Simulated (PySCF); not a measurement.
# Ionisation energy of Rh by level of theory

Rh [Kr] 4d8 5s1 (4F) → Rh⁺ [Kr] 4d8 (3F), as a difference of total energies. Calculation: PySCF 2.14, in aug-cc-pVTZ-PP with ECP28MDF (6s6p5d3f2g, 88 functions); a scalar-relativistic core potential. Correlated levels: valence: 4s2 4p6 frozen. The calculations carry no spin-orbit coupling.

```tsv
method	ionisation energy (eV)	error (eV)
UHF	6.313	-1.166
MP2 (valence)	7.303	-0.176
SCS-MP2 (valence)	7.070	-0.409
CCSD (valence)	7.219	-0.260
CCSD(T) (valence)	7.316	-0.163
```

Reference: 7.479 eV (measured; NIST levels, between the centres of gravity of the two terms).

Errors of the correlated levels include the incompleteness of this basis and the frozen core.
